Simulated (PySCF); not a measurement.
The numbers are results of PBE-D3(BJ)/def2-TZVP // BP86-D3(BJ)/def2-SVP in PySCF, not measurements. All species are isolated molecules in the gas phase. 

Reference species: [Ti(F)4] (neutral, multiplicity 1).

```json
{
  "charge on the central atom (meta-Löwdin)": "1.54 e",
  "mean_distance_from_the_central_atom_to_its_bonded_neighbours": "1.744 Å"
}
```

Changed species: [Ti(F)3(H)] (1 of 4 F replaced by H; the reference has 0 of 4 F replaced by H).

### Question
Give the shifts of the charge on the central atom (meta-Löwdin) and mean distance from the central atom to its bonded neighbours.

### Answer
the charge on the central atom (meta-Löwdin) falls by 0.19 e, to 1.35 e; the mean distance from the central atom to its bonded neighbours drops by 0.017 Å, to 1.727 Å.
